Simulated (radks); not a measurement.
Results of a calculation; reference values are marked as such.
Q: The mean radii <r> (bohr) of the occupied orbitals of an atom or ion are listed with their occupations. Code: a radial shooting solver on a logarithmic mesh with Libxc functionals. Model: Dirac Kohn-Sham, relativistic LDA (MacDonald-Vosko exchange, VWN5 correlation), spin-unpolarised, spherical densities, finite nucleus; Fermi nuclear charge, rms radius of each element as measured or else 0.836 A^(1/3) + 0.57 fm.

orbital  occ.      <r>
1s1/2       2  0.02196
2s1/2       2  0.09040
2p1/2       2  0.07508
2p3/2       2  0.08141

Name the element and its charge. Open shells, if any, fill j = l - 1/2 first.

A: Z = 64, gadolinium, charge +56: Gd56+ in [He] 2s2 2p4. The 1s radius gives Z: for a bare nucleus <r> = (2 gamma + 1)/(2Z) with gamma = sqrt(1 - (Z/c)^2), 0.02163 bohr for Z = 64, and screening makes it slightly larger (0.02196 here). The occupations add up to 8, and the charge is Z minus that.
